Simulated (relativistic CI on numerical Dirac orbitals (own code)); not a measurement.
**Line list: Electric-dipole lines, Ge**

Method of calculation: Dirac-Coulomb-Breit CI, separate exchange-only KLI orbitals for each configuration, model QED, valence Slater integrals scaled by 0.85, P86 correlation estimate, and configurations built on the next ion tied to the tabulated ionisation energy (semi-empirical) (own radial code, finite nucleus).

Configuration list (outside the closed core [Ar] 3d10): 4s²4p², 4s²4p5s, 4s4p³, 4s²4p5p, 4s²4p4d, 4s²4p5d, 4s²4p6s, 4s²4p4f, 4s²4p5f, 4s²4p6p, 4s²4p6d, 4s²4p5g, 4s²4d², 4s²4p6f, 4p⁴. Levels of other configurations are missing.

```csv
λ vac (nm),Lower,Upper,A (s⁻¹),gf,Branching (%)
197.25,4s²4p² ³P1 [2],4s²4p4d ³P°0 [30],1.01e+08,5.90e-02,98.1
198.16,4s²4p² ³P1 [2],4s²4p4d ³P°1 [29],4.00e+07,7.06e-02,41.8
201.31,4s²4p² ³P2 [3],4s²4p4d ³P°1 [29],3.93e+07,7.17e-02,41.2
202.42,4s²4p² ³P2 [3],4s²4p4d ³P°2 [28],8.36e+07,2.57e-01,88.8
207.29,4s²4p² ³P0 [1],4s²4p4d ³D°1 [19],1.16e+08,2.25e-01,65.3
211.80,4s²4p² ³P2 [3],4s²4p4d ³D°3 [22],1.39e+08,6.53e-01,95.5
225.92,4s²4p² ¹D2 [4],4s²4p4d ¹F°3 [33],2.49e+08,1.33e+00,98.3
250.27,4s²4p² ³P0 [1],4s²4p5s ¹P°1 [10],6.90e+06,1.94e-02,2.7
253.56,4s²4p² ³P1 [2],4s²4p5s ¹P°1 [10],6.05e+06,1.75e-02,2.3
258.76,4s²4p² ³P2 [3],4s²4p5s ¹P°1 [10],3.41e+06,1.03e-02,1.3
261.08,4s²4p² ³P1 [2],4s²4p5s ³P°2 [9],5.80e+07,2.96e-01,25.8
266.59,4s²4p² ³P2 [3],4s²4p5s ³P°2 [9],1.66e+08,8.85e-01,73.8
267.20,4s²4p² ³P0 [1],4s²4p5s ³P°1 [8],6.80e+07,2.19e-01,30.4
270.96,4s²4p² ³P1 [2],4s²4p5s ³P°1 [8],4.84e+07,1.60e-01,21.7
273.02,4s²4p² ³P1 [2],4s²4p5s ³P°0 [6],2.16e+08,2.41e-01,100.0
276.90,4s²4p² ³P2 [3],4s²4p5s ³P°1 [8],8.72e+07,3.01e-01,39.0
313.33,4s²4p² ¹D2 [4],4s²4p5s ¹P°1 [10],2.20e+08,9.72e-01,85.0
```

Terms are leading LS components. Brackets give the number of a level in order of energy, since labels repeat. The list gives strong lines, with weight on those to low levels, without configurations that were not tied to measured data, without lines whose two gauges differ by over a factor of 2.5, among the lowest 118 of 141 levels, so that lines to higher ones, which can be the strongest, are missing, and without lines across small gaps between configurations, and without 112 lines that miss the measured interval by over 3.5 %, start from a term whose rates miss tabulated ones by over 60 %, have gauges far apart or, lacking measured levels, span too small a gap for the errors found; lines with a level outside our table were not tested and can miss by more. Levels whose partners in the same complex of configurations lie outside the list can be far off, and so can their lines. Rates are taken at the computed energies, electric ones in the length gauge.

Configurations that consist of the next ion and one excited electron were tied to the tabulated ionisation energy; Rydberg ones are usually within 1,000 to 3,000 cm⁻¹ and the lowest ones within about 6,000 (9,000 in d shells), while levels on excited terms of the next ion carry the error of that term, and the other configurations can be misplaced by 10,000 cm⁻¹ or more. Rates follow the energies as ν³ (E1, M1) or ν⁵ (E2), so rates, branching and lifetimes can be off by large factors. The fine structure of a lone outer electron comes out too small, for d and f at times inverted, and misplaced configurations move strength between like terms. 24 of the 31 excited levels that our extract of the measured tables holds in this range could be paired (the sources list more); they are missed by 791 cm⁻¹ on average and 4694 at most, and levels without a partner can miss by more.

LS names give the leading component of a level, which can be under half, so a name can repeat, a term be missing and a line seem to break the LS rules.
